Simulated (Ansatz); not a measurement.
`NB(Cl)Cl` + `[OH][GeH3]` → `NB(Cl)[O][GeH3]` + HCl at 600 K and 1 bar (ligand exchange at a B–Cl bond).

Program: Ansatz. Geometries: PBE0-D4/def2-TZVP. ΔE: electronic, gas phase. CCSD(T)/CBS is the MP2 limit (def2-TZVPP, def2-QZVPP) plus CCSD(T) − MP2 in def2-TZVPP, frozen cores. This one scheme is used for every species. For Ge outer-core shells are correlated without core-valence functions, which leaves a few kJ/mol of doubt a bond. Scalar relativity is left out up to krypton. One conformer a species, not always the lowest.

```
          species  CCSD(T)/CBS energy (Eh)  H − E (kJ/mol)  S (J/(mol·K))
       `NB(Cl)Cl`              -1000.39362           129.9          352.8
     `[OH][GeH3]`              -2153.69723           132.5          324.6
`NB(Cl)[O][GeH3]`              -2693.72389           224.2          467.8
              HCl               -460.38127            35.4          207.2
```

H − E and S are ideal-gas, rigid-rotor, harmonic terms from PBE0-D4/def2-TZVP, for one conformer and one mirror image of each species. 1 Eh = 2625.50 kJ/mol, R = 8.31446 J/(mol·K).

By hand: ΔE, ΔH, ΔS and ΔG.

ΔE = (-2693.72389) + (-460.38127) − (-1000.39362) − (-2153.69723) = -0.01431 Eh = -37.6 kJ/mol. Δ(H − E) = 224.2 + 35.4 − 129.9 − 132.5 = -2.8, so ΔH = -40.4 kJ/mol. ΔS = 467.8 + 207.2 − 352.8 − 324.6 = -2.4 J/(mol·K). ΔG = -40.4 − 600 × (-2.4)/1000 = -39.0 kJ/mol.

By hand: the equilibrium constant, and the temperature at which ΔG would vanish if ΔH and ΔS stayed fixed.

log₁₀ K = −ΔG/(RT ln 10) = 3.4. ΔG = 0 at ΔH/ΔS = 16833 K, far beyond where these terms or the molecules hold.

The number of gas molecules stays the same, so ΔS is small and ΔH decides. A doubt of 5 kJ/mol in ΔE shifts log₁₀ K by 0.4 here. Other conformers and mirror images would add mixing entropy, several J/(mol·K) or more a flexible species. Modes under 60 cm⁻¹, often nearly free rotors, make the harmonic entropy too high. These are equilibria of isolated gas molecules and say nothing of rates. Largest T1 diagnostic: 0.012 (customary marks: 0.02 for closed shells, 0.045 for open ones).
